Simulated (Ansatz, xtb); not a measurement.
**Relaxing a trial structure of ClFH2Si2**

The starting geometry of this gas-phase singlet has its atoms placed at random.

```tsv
atom	x (Å)	y (Å)	z (Å)
Cl	0.3460	-0.7377	0.1512
F	-0.2423	1.8458	0.4234
Si	0.8408	0.3577	1.8956
Si	-0.7795	-0.6369	-1.7117
H	-1.6895	-0.5506	0.1274
H	-0.5069	0.9526	1.2182
```

Q: One run relaxed it with r2SCAN-D4/def2-SVP. What is a likely outcome?

A: It ends as a structure with Cl1 bridging Si4 and Si3, F2 bridging Si3 and Si4, given below by its coordinates. Distances that change by over a tenth: Cl1–Si3 (2.12 → 2.37 Å). Contacts that close: F2–Si3 (2.36 → 1.87 Å), F2–Si4 (3.32 → 1.87 Å), Si4–H5 (2.05 → 1.53 Å).

The energy falls by 7.50 eV over 13 steps:

```json
{"step": "1", "E − E(last) (eV)": "7.505"}
{"step": "2", "E − E(last) (eV)": "5.559"}
{"step": "4", "E − E(last) (eV)": "3.716"}
{"step": "5", "E − E(last) (eV)": "2.785"}
{"step": "6", "E − E(last) (eV)": "1.630"}
{"step": "8", "E − E(last) (eV)": "0.281"}
{"step": "9", "E − E(last) (eV)": "0.049"}
{"step": "10", "E − E(last) (eV)": "0.001"}
{"step": "12", "E − E(last) (eV)": "0.000"}
{"step": "13", "E − E(last) (eV)": "0.000"}
```

Final geometry (Å):

```yaml
atoms:
  - { symbol: Cl, position_ang: [0.7729, -1.1736, 0.2816] }
  - { symbol: F, position_ang: [-0.1506, 1.4077, -0.1490] }
  - { symbol: Si, position_ang: [0.6214, 0.8743, 1.4660] }
  - { symbol: Si, position_ang: [-0.6735, -0.0353, -1.2129] }
  - { symbol: H, position_ang: [-1.8426, -0.3026, -0.2625] }
  - { symbol: H, position_ang: [-0.7590, 0.4605, 1.9808] }
```

From the same start GFN2-xTB ends elsewhere, differing in Cl1–Si4 (3.51 against 2.37 Å here), F2–Si3 (3.04 against 1.87 Å here), Si3–Si4 (2.24 against 3.11 Å here).

From so rough a start the end depends on the optimiser's path, so another program may land elsewhere. No frequencies were run, so the end isn't proven a minimum. Run with Ansatz 0.2.0, 73 s on 1 thread of Intel(R) Xeon(R) Processor @ 2.50GHz (Skylake/Cascade Lake) (shared host).
